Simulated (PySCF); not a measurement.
# One molecule, many inputs

Molecule: SMILES FC(F)C1c2ccccc21, C$_{8}$H$_{6}$F$_{2}$; geometry GFN2-xTB.

Geometry:
```tsv
atom	x (Å)	y (Å)	z (Å)
F1	3.278	-1.096	0.079
C2	2.374	-0.415	-0.670
F3	3.102	0.385	-1.491
C4	1.459	0.405	0.206
C5	0.084	0.724	-0.278
C6	-1.090	1.119	-0.832
C7	-2.198	0.463	-0.260
C8	-2.079	-0.480	0.746
C9	-0.840	-0.869	1.291
C10	0.202	-0.213	0.721
H11	1.835	-1.143	-1.297
H12	1.997	1.125	0.817
H13	-1.203	1.848	-1.620
H14	-3.184	0.707	-0.628
H15	-2.977	-0.941	1.131
H16	-0.767	-1.610	2.073
```

All runs: PySCF 2.14.0 with density-fitted response routines, non-relativistic, gas phase unless a solvent (IEF-PCM) is named; grid level 2, GIAOs and SCF threshold 1e-9 unless changed. The yardstick, PBE0/pcSseg-1, gives these isotropic shieldings σ (ppm, equivalent atoms averaged): C7/C8 50.9, C5/C10 53.6, C2 61.0, C4 148.6, H14/H15 24.13, H11 26.33, H12 27.62.

Question: What do these inputs give? (1) BP86/ANO-RCC-VDZP; max_cycle 62; mult 3; altered: mult 3; (2) BLYP/pcSseg-1; conv 1e-06; (3) PW91/6-31++G**; aux def2-universal-jkfit; (4) WP04/6-31G*

Answer: 
```tsv
run	outcome	functions	wall time	C7/C8	C5/C10	C2	C4	H14/H15	H11	H12
1	refused	–	4.6 min	–	–	–	–	–	–	–
2	converged	200	58 s	43.3	46.4	45.6	137.0	24.45	26.17	27.80
3	converged	216	79 s	70.1	71.7	69.9	154.3	24.21	25.89	27.51
4	converged	152	48 s	64.5	67.8	68.0	150.2	25.60	27.30	28.61
```

Times are on 1 thread of an Arm Neoverse N1, shared host.

Question: Comment on the technical settings and failures.

Answer: 
- Run 1: The program stopped with: NotImplementedError: this response code serves closed shells only; the SCF ended at -508.04487172 Eh with <S^2> = 2.0233 Charge 0 and multiplicity 3 describe another species than the intended molecule, on its geometry.
- Run 2: The functional differs from the yardstick's, which in itself moves the values. A loose SCF threshold (1e-06) leaves errors in the orbitals that response properties inherit.
- Run 3: The functional and orbital basis differ from the yardstick's, which in itself moves the values. The other auxiliary basis adds little: it changes only the density-fitting error.

Run 1 was set up unsoundly or failed; its numbers aren't to be quoted as properties of the molecule.
